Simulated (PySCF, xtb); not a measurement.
CH₅Ge, SMILES [CH2][GeH3], multiplicity 2.

Harmonic wavenumbers (cm⁻¹) from GFN2-xTB (xtb) at its own minimum, in rising order: 20, 454, 466, 516, 670, 733, 794, 839, 870, 1359, 1977, 2019, 2090, 3080, 3122.

Task: What does PBE0-D3(BJ)/def2-TZVP in PySCF 2.14.0 give at its own minimum? (An estimate is asked for; the answer gives what the named calculation found.)

Result: 41, 479, 495, 594, 653, 798, 845, 877, 891, 1384, 2121, 2152, 2155, 3153, 3260. Paired by order, the mean absolute difference is 61 cm⁻¹ and the zero-point energies are 27.2 and 28.4 kcal/mol.
